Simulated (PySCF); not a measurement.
Species: CH3NOSi.
Atom-mapped SMILES: `[N:1]#[C:2][SiH2:3][OH:4]` (hydrogens: H5, H6 on Si3; H7 on O4)

Structure used (PBE0-D3(BJ)/def2-SVP), in Å, numbered top down from 1:
```
atom  x, y, z in Å
N1     2.521   -0.692    0.141
C2     1.450   -0.261    0.031
Si3   -0.287    0.407   -0.116
O4    -1.340   -0.828   -0.416
H5    -0.327    1.317   -1.282
H6    -0.548    1.113    1.168
H7    -1.391   -1.554    0.214
```

Linear response at PBE0/def2-SVPD (PySCF, frozen core in the response, non-relativistic).

Static isotropic polarisability: 44.80 au (6.64 Å³), principal values 38.4, 40.0, 55.9 au.

Question: What is the polarisability at 1064 nm and at the sodium D line?

Answer: 45.17 au at 1064 nm (+0.8 %), 46.04 au at 589.3 nm (+2.8 %). The rise at 589.3 nm is 3.35 times that at 1064 nm; a pure ω² law gives 3.26. The lowest singlet lies at 186 nm, shorter than both wavelengths.

Question: What is the isotropic C6 coefficient between two such molecules, C6 = (3/π)∫α(iω)² dω?

Answer: 799.3 au (Eh·bohr⁶) by a ten-point quadrature over imaginary frequencies, which is 478 eV·Å⁶ or 46.1 J·nm⁶/mol.

Question: Which effective excitation energy ω̄ makes London's formula C6 = (3/4)α²ω̄ exact here?

Answer: ω̄ = 4·C6/(3α²) = 0.531 Eh = 14.5 eV. A one-pole form α(ω) = α/(1 − ω²/ω̄²) fitted to the 1064 nm value gives 12.8 eV. London's choice of the ionisation energy (11.85 eV, ΔSCF at the same level) gives C6 = 655 au, 18 % too low.

Question: The lowest 6 singlets have (eV, f): 6.67, 0.002; 7.07, 0.006; 7.25, 0.007; 7.39, 0.000; 7.66, 0.000; 7.90, 0.009. What share of the static polarisability do they carry in the sum over states α = Σ f/ω²?

Answer: 0.33 au, 0.7 % of α; the largest term, 0.11 au, is that of the state at 7.90 eV. Their oscillator strengths add up to 0.02. Higher states carry the rest.

Question: What molar refraction at the D line follows from R = (4π/3)·N_A·α′, with α′ the polarisability volume?

Answer: α′ = 6.82 Å³ gives R = 17.21 cm³/mol, for isolated, non-vibrating species.

Question: What three-body coefficient follows from the one-pole estimate C9 = (3/4)·α·C6?

Answer: 26900 au. This is an estimate from the two numbers above, not a computed integral.

Question: How anisotropic is the static polarisability, by Δα² = ½[(α1 − α2)² + (α2 − α3)² + (α3 − α1)²]?

Answer: Δα = 16.8 au, or 0.37 of the isotropic value.

Question: What n − 1 at the D line would an ideal gas of it have at 273.15 K and 1 atm (2.6868 × 10¹⁹ cm⁻³), by n − 1 = 2π·N·α′?

Answer: 11.52 × 10⁻⁴, a formal value whether or not that pressure can be reached.

Cost: about 21 s of CPU time on one thread (grids of density and orbitals included); the machine was shared, so the figure is rough. This is the whole response run at PBE0/def2-SVPD, SCF included.

One conformer stands for the species.
